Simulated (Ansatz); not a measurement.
Ideal-gas functions of FH₃N₂OW (`[NH]=[W](=[NH])([OH])[F]`) at 800 K and 1 bar, from an Ansatz frequency run at PBE0-D4/def2-TZVP.

Molar mass 249.88 g/mol, point group C1 (symmetry number 1), electronic degeneracy 1, moments of inertia 139.295, 157.603, 163.843 u Å². Harmonic wavenumbers (cm⁻¹, unscaled): 189, 234, 245, 257, 285, 345, 425, 565, 621, 665, 689, 703, 742, 1000, 1048, 3657, 3672, 3901.

Use S(trans) = R[1.5 ln M + 2.5 ln T − 1.1517]; rotational temperatures θ = 24.2544 K / I; S(rot) = R[ln(√π/σ · √(T³/θAθBθC)) + 1.5]; for each mode x = 1.438777 ν̃/T, S = R[x/(eˣ − 1) − ln(1 − e⁻ˣ)] and H = RT x/(eˣ − 1); 1 cm⁻¹ = 0.0119627 kJ/mol; R = 8.31446 J/(mol·K).

Question: By hand: the entropy, in J/(mol·K).

Answer: Translation 198.2. Rotation: θ = 0.1741, 0.1539, 0.148 K, giving 123.6. Vibration, mode by mode: 17.33, 15.57, 15.20, 14.80, 13.96, 12.41, 10.75, 8.53, 7.81, 7.30, 7.04, 6.90, 6.51, 4.47, 4.18, 0.09, 0.09, 0.06, in all 153.0. Electronic 0.0. Sum 474.8 J/(mol·K).

Question: By hand: H − E and G − E in kJ/mol, counted from the electronic energy.

Answer: Zero-point energy ½ × 19243 × 0.0119627 = 115.1; thermal vibration 61.3; translation, rotation and pV give 4 RT = 26.6. H − E = 203.0 kJ/mol, and G − E = 203.0 − 800 × 474.8/1000 = -176.8 kJ/mol.

Vibration gives 32 % of the entropy. The sum counts one conformer and one mirror image; others add a mixing term.
